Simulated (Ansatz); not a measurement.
Z-matrix (Å, degrees):
```
Al
C 1 1.9341
H 2 1.0886 1 124.36
H 2 1.0886 3 111.29 1 -179.99
C 1 1.9597 2 119.68 3 -179.42
H 5 1.0921 1 113.04 2 -5.68
H 5 1.0945 6 107.75 1 123.48
H 5 1.0952 6 107.42 7 113.95
C 1 1.9597 2 119.68 3 0.60
H 9 1.0921 1 113.01 2 -6.58
H 9 1.0944 10 107.77 1 123.52
H 9 1.0952 10 107.40 11 113.96
```
Charge 0, spin multiplicity 2.

Method: frozen-core CCSD(T)/cc-pVTZ // B3LYP-D3(BJ)/def2-TZVP run with Ansatz (a first-principles code).

```
Item                            Value
----------------------  -------------
HF energy               -360.20695 Ha
MP2 correlation energy    -0.58310 Ha
```

Estimate the CCSD correlation energy, the (T) correction, the total energy and the T1 diagnostic.


The CCSD correlation energy is -0.63585 Ha, the (T) correction is -0.02316 Ha and the CCSD(T) total energy comes out as -360.86596 Ha. The T1 diagnostic is 0.010.
